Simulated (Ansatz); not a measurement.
The same path of H₄InNO (7 atoms, charge 0, multiplicity 1) was run 3 times with different band settings. The coordinate that changes most is the dihedral N1–In2–O3–H7.

All numbers below come from Ansatz 0.2.0, RKS PBE-D4/def2-SVP.

Relaxed end points:

```xyz
7
Properties=species:S:1:pos:R:3
N -0.907 0.791 -0.976
In 0.079 0.059 0.660
O 1.536 -1.174 -0.031
H -0.832 0.209 -1.818
H -1.886 1.072 -0.854
H -0.085 0.528 2.313
H 2.095 -1.485 0.706
```

```xyz
7
Properties=species:S:1:pos:R:3
N -0.770 0.705 -0.943
In 0.058 0.093 0.839
O 1.635 -1.166 0.621
H -0.692 0.046 -1.726
H -1.743 1.027 -0.896
H -0.268 0.662 2.427
H 1.781 -1.368 -0.323
```

Common settings: spring 5.0 eV/Å²; optimiser quadratic models (default); force threshold 0.03 eV/Å; iteration limit 60; end points relaxed.

| run | movable images | climbing image | start path |
| --- | --- | --- | --- |
| 1 | 7 | yes | through a guess of the saddle point |
| 2 | 3 | no | through a guess of the saddle point |
| 3 | 7 | yes | straight line |

Task: What does each run give, and how far can it be trusted?

Result: Run 1: converged after 7 iterations, highest image 0.135 eV above the first end. A vibrational analysis at the climbing image gives one clearly imaginary mode, 297i cm⁻¹: a first-order saddle point.
Run 2: converged after 6 iterations, highest image 0.135 eV above the first end. No image climbed, so the highest image needn't sit at the top of the path. So few images can step over the top or miss a turn of the path.
Run 3: converged after 9 iterations, highest image 0.130 eV above the first end. The order of the point at the top wasn't checked.
